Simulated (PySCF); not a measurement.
Si(Cl)2(OH)2 (Cl2H2O2Si), SMILES O[Si](O)(Cl)Cl.

The structure is a stationary point at PBE0-D3(BJ)/def2-SVP. One conformer was computed; it need not be the lowest.

Method: r2SCAN/def2-TZVP run with PySCF.

Symmetry labels are those of the subgroup C2 that the program uses (full group C2).

Computed valence orbital energies around the gap with their symmetry:
```tsv
orbital	symmetry	energy (eV)
HOMO−7	A	-10.48
HOMO−6	B	-9.64
HOMO−5	A	-9.23
HOMO−4	B	-9.02
HOMO−3	A	-9.00
HOMO−2	A	-8.37
HOMO−1	B	-8.28
HOMO	B	-8.11
LUMO	A	-0.23
LUMO+1	A	0.66
LUMO+2	B	0.86
LUMO+3	B	1.59
```
